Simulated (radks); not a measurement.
Problem. Tb2+, configuration [Xe] 4f9. All-electron calculation, Dirac Kohn-Sham, XLYP, spin-unpolarised, spherical densities, finite nucleus; open shells are shared between the two j in proportion to 2j + 1; Fermi nuclear charge, rms radius 5.06 fm. Program: a radial shooting solver on a logarithmic mesh with Libxc functionals. Some entries of the table are withheld. Estimate them.

orbital,occ.,eigenvalue (eV),r(max) (bohr)
1s1/2,2,-51819.18,(1)
2s1/2,2,-8597.259,0.07767
2p1/2,2,-8171.681,0.05858
2p3/2,4,-7424.741,0.06450
3s1/2,2,-1917.201,0.2200
3p1/2,2,-1731.962,0.2073
3p3/2,4,-1577.784,0.2197
3d3/2,4,-1258.319,0.1743
3d5/2,6,-1224.677,0.1778
4s1/2,2,-390.5116,0.5050
4p1/2,2,(2),0.5088
4p3/2,4,(3),0.5354
4d3/2,4,-164.0180,0.5419
4d5/2,6,-157.8171,0.5506
5s1/2,2,-61.2069,(4)
5p1/2,2,(5),1.292
5p3/2,4,(6),1.374
4f5/2,3.85714,(7),0.5525
4f7/2,5.14286,(8),0.5578

Solution. 
(1) 1s1/2 r(max) (bohr): 0.01364
(2) 4p1/2 eigenvalue (eV): -317.9287
(3) 4p3/2 eigenvalue (eV): -283.5836
(4) 5s1/2 r(max) (bohr): 1.182
(5) 5p1/2 eigenvalue (eV): -41.6755
(6) 5p3/2 eigenvalue (eV): -37.2550
(7) 4f5/2 eigenvalue (eV): -17.1630
(8) 4f7/2 eigenvalue (eV): -16.3749
